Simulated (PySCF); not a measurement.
H5O3SSiTa, multiplicity 1. Atoms are numbered in the order given.

```xyz
11

Ta    -0.3608     0.1082     0.2401
S      0.2019     2.0834    -0.5067
O     -0.3224     0.1171     2.1433
H     -0.1108     0.7645     2.8256
O     -2.1152    -0.3196    -0.3619
H     -2.7817     0.1139    -0.9072
O      0.8840    -1.1680    -0.4286
Si     2.1939    -1.7990    -1.2617
H      3.1034    -2.4654    -0.2895
H      2.9122    -0.6992    -1.9618
H      1.6975    -2.7952    -2.2504
```
Charge 0, spin multiplicity 1.

Geometry: B3LYP-D3(BJ)/def2-SVP. The spin state was assumed, not searched. The def2 effective core potentials stand for the cores of Ta; spin–orbit coupling is left out. Other conformers were not sampled.

Level of theory: HF/def2-TZVP in PySCF.

Isolated molecule, no solvent.

Computed frontier levels, gap, dipole moment and polarisability:
```json
{
  "highest_occupied_level": "-9.87 eV",
  "lowest_empty_level": "2.08 eV",
  "orbital_gap": "11.95 eV",
  "dipole_moment": "1.98 D",
  "quadrupole, principal values (traceless, Buckingham form, about the centre of nuclear charge)": "-16.95, 6.95, 10.01 D·Å",
  "mean_static_polarisability": "85.3 bohr³ (12.63 Å³)",
  "polarisability_principal_values": "75.9, 82.8, 97.1 bohr³"
}
```
